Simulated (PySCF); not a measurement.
Electronic structure of N+ (nitrogen, charge +1) at the LDA level

Configuration: [He] 2s1 2p3, high-spin 5S determinant (an excited configuration). Calculation: PySCF 2.14, in aug-cc-pCVQZ-DK (9s8p6d4f2g, 109 functions); the spin-free X2C one-electron Hamiltonian (Gaussian nucleus).

* Total energy: -53.4040 hartree
* One-electron energy: -69.7938 hartree
* Hartree (Coulomb) energy: 22.4367 hartree
* Exchange-correlation energy: -6.0469 hartree
* ⟨S²⟩: 6.0000
* ⟨L²⟩: 0.000
* Sum of ⟨r⟩: 5.431 bohr
* Sum of ⟨r²⟩: 7.817 bohr²
* Langevin diamagnetic susceptibility: -6.19 ×10⁻⁶ cm³/mol

| shell | electrons | mean orbital energy (hartree) | rms radius, mean of both spins (bohr) |
| --- | --- | --- | --- |
| 1s α | 1 | -14.62391 | 0.268 |
| 1s β | 1 | -14.51378 | 0.268 |
| 2s α | 1 | -1.26142 | 1.35 |
| 2p α | 3 | -0.83771 | 1.40 |
